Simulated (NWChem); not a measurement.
System: In cation, singlet

NWChem input:

```
start job
memory heap 200 mb stack 900 mb global 1100 mb
charge 1
geometry units angstroms noautoz
  In     0.000000     0.000000     0.000000
end
basis spherical
  * library def2-tzvp
end
ecp
  In library def2-ecp
end
dft
  xc b3lyp
  iterations 150
  mulliken
end
task dft energy
```

NWChem printed, in part:

```
             Northwest Computational Chemistry Package (NWChem) 7.3.0
             --------------------------------------------------------

                             Geometry "geometry" -> ""
                             -------------------------

 Output coordinates in angstroms (scale by  1.889725989 to convert to a.u.)

  No.       Tag          Charge          X              Y              Z
 ---- ---------------- ---------- -------------- -------------- --------------
    1 In                  49.0000     0.00000000     0.00000000     0.00000000

 Effective nuclear repulsion energy (a.u.)       0.0000000000

                                 NWChem DFT Module
                                 -----------------

 Summary of "ao basis" -> "ao basis" (spherical)
 ------------------------------------------------------------------------------
       Tag                 Description            Shells   Functions and Types
 ---------------- ------------------------------  ------  ---------------------
 In                        def2-tzvp                16       50   6s5p3d2f

            General Information
            -------------------
          SCF calculation type: DFT
          Wavefunction type:  closed shell.
          No. of atoms     :     1
          No. of electrons :    20
           Alpha electrons :    10
            Beta electrons :    10
          Charge           :     1
          Spin multiplicity:     1
          Use of symmetry is: off; symmetry adaption is: off
          Maximum number of iterations: 150
          AO basis - number of functions:    50
                     number of shells:    16
          Convergence on energy requested:  1.00D-06
          Convergence on density requested:  1.00D-05
          Convergence on gradient requested:  5.00D-04

              XC Information
              --------------
                         B3LYP Method XC Potential
                     Hartree-Fock (Exact) Exchange  0.200
                        Slater Exchange Functional  0.800 local
                    Becke 1988 Exchange Functional  0.720 non-local
              Lee-Yang-Parr Correlation Functional  0.810
                  VWN I RPA Correlation Functional  0.190 local

             Grid Information
             ----------------
          Grid used for XC integration:  medium
          Radial quadrature: Mura-Knowles
          Angular quadrature: Lebedev.
          Tag              B.-S. Rad. Rad. Pts. Rad. Cut. Ang. Pts.
          ---              ---------- --------- --------- ---------
          In                  1.55      123           9.0       590
          Grid pruning is: on
          Number of quadrature shells:   123
          Spatial weights used:  Erf1

      Superposition of Atomic Density Guess
      -------------------------------------

 Sum of atomic energies:        -218.05941982

 Renormalizing density from      21.00 to     20

      Non-variational initial energy
      ------------------------------

 Total energy =    -186.713855
 1-e energy   =    -318.900478
 2-e energy   =     132.186622
 HOMO         =      -0.794717
 LUMO         =      -0.316890

     ---------------------------------------------
      Total Density - Mulliken Population Analysis
     ---------------------------------------------

    Atom       Charge   Shell Charges
 -----------   ------   -------------------------------------------------------
    1 In  21    20.00   0.43 -0.90  1.70  0.79  1.53  0.45 -0.41  6.44 -0.05  0.02 -0.00  9.38  0.60  0.02  0.00  0.00

   convergence    iter        energy       DeltaE   RMS-Dens  Diis-err
 ---------------- ----- ----------------- --------- --------- ---------
 d= 0,ls=0.0,diis     1   -189.8512201949 -1.90D+02  4.18D-02  1.70D+00
 d= 0,ls=0.0,diis     2   -189.8739704326 -2.28D-02  2.70D-02  1.58D+00
 d= 0,ls=0.0,diis     3   -189.9792666868 -1.05D-01  3.35D-04  5.48D-05
 d= 0,ls=0.0,diis     4   -189.9792701169 -3.43D-06  8.52D-05  7.91D-06
 d= 0,ls=0.0,diis     5   -189.9792706943 -5.77D-07  8.77D-07  1.47D-09

         Total DFT energy =     -189.979270694287
      One electron energy =     -329.135441652746
           Coulomb energy =      155.711516498438
    Exchange-Corr. energy =      -16.555345539979
 Nuclear repulsion energy =        0.000000000000

 Numeric. integr. density =       20.000000000000

                       DFT Final Molecular Orbital Analysis
                       ------------------------------------

 Vector    8  Occ=2.000000D+00  E=-1.026256D+00
              MO Center= -1.3D-15, -1.3D-15, -8.2D-16, r^2= 4.6D-01
   Bfn.  Coefficient  Atom+Function         Bfn.  Coefficient  Atom+Function
  ----- ------------  ---------------      ----- ------------  ---------------
    26      0.843076  1 In d  2              23     -0.242634  1 In d -1
    31      0.169399  1 In d  2              25     -0.147309  1 In d  1
    24     -0.093757  1 In d  0              22      0.052116  1 In d -2
    28     -0.048752  1 In d -1              30     -0.029599  1 In d  1

 Vector    9  Occ=2.000000D+00  E=-1.026256D+00
              MO Center= -1.9D-16, -2.9D-16, -8.3D-16, r^2= 4.6D-01
   Bfn.  Coefficient  Atom+Function         Bfn.  Coefficient  Atom+Function
  ----- ------------  ---------------      ----- ------------  ---------------
    24      0.740580  1 In d  0              23     -0.441528  1 In d -1
    25     -0.226308  1 In d  1              29      0.148805  1 In d  0
    28     -0.088716  1 In d -1              26     -0.086035  1 In d  2
    30     -0.045472  1 In d  1              22      0.028810  1 In d -2

 Vector   10  Occ=2.000000D+00  E=-5.805180D-01
              MO Center= -3.9D-15, -2.7D-16,  4.4D-16, r^2= 2.0D+00
   Bfn.  Coefficient  Atom+Function         Bfn.  Coefficient  Atom+Function
  ----- ------------  ---------------      ----- ------------  ---------------
     5      0.922731  1 In s                  2      0.807671  1 In s
     1     -0.595251  1 In s                  3     -0.495962  1 In s
     4     -0.310895  1 In s                  6      0.300094  1 In s

 Vector   11  Occ=0.000000D+00  E=-2.933677D-01
              MO Center= -9.9D-15,  3.4D-15, -1.5D-14, r^2= 3.5D+00
   Bfn.  Coefficient  Atom+Function         Bfn.  Coefficient  Atom+Function
  ----- ------------  ---------------      ----- ------------  ---------------
    18     -0.425922  1 In pz                16      0.404843  1 In px
    15     -0.285567  1 In pz                13      0.271435  1 In px
    12      0.244851  1 In pz                10     -0.232734  1 In px
    17     -0.169726  1 In py                14     -0.113796  1 In py
    11      0.097571  1 In py                21     -0.093130  1 In pz

 Vector   12  Occ=0.000000D+00  E=-2.933677D-01
              MO Center= -3.5D-15,  4.2D-15,  1.4D-15, r^2= 3.5D+00
   Bfn.  Coefficient  Atom+Function         Bfn.  Coefficient  Atom+Function
  ----- ------------  ---------------      ----- ------------  ---------------
    17      0.525088  1 In py                14      0.352056  1 In py
    11     -0.301859  1 In py                18     -0.299098  1 In pz
    15     -0.200536  1 In pz                12      0.171944  1 In pz
    20      0.114813  1 In py                16     -0.094534  1 In px
    21     -0.065399  1 In pz                13     -0.063382  1 In px

 Vector   13  Occ=0.000000D+00  E=-2.933677D-01
              MO Center= -2.1D-14, -2.3D-14,  6.0D-15, r^2= 3.5D+00
   Bfn.  Coefficient  Atom+Function         Bfn.  Coefficient  Atom+Function
  ----- ------------  ---------------      ----- ------------  ---------------
    16      0.448642  1 In px                18      0.321318  1 In pz
    13      0.300801  1 In px                17      0.263799  1 In py
    10     -0.257912  1 In px                15      0.215434  1 In pz
    12     -0.184717  1 In pz                14      0.176869  1 In py
    11     -0.151651  1 In py                19      0.098097  1 In px

     ---------------------------------------------
      Total Density - Mulliken Population Analysis
     ---------------------------------------------

    Atom       Charge   Shell Charges
 -----------   ------   -------------------------------------------------------
    1 In  21    20.00   0.42 -0.88  1.67  0.79  1.48  0.52 -0.41  6.38  0.02  0.00 -0.00  8.83  1.13  0.04  0.00  0.00

     -------------------------------------------
      Total Density - Lowdin Population Analysis
     -------------------------------------------

    Atom       Charge   Shell Charges
 -----------   ------   -------------------------------------------------------
    1 In  21    20.00   0.00  0.03  0.93  1.05  1.15  0.83  0.05  5.52  0.42  0.02  0.00  8.32  1.59  0.08  0.00  0.00
```

Level: B3LYP/def2-TZVP with def2 effective core potentials on In. Low-valent species are run as closed-shell singlets; no triplet was tried in these runs. B3LYP is NWChem's, with the RPA form of VWN correlation. def2 effective core potentials on In; no spin-orbit coupling.
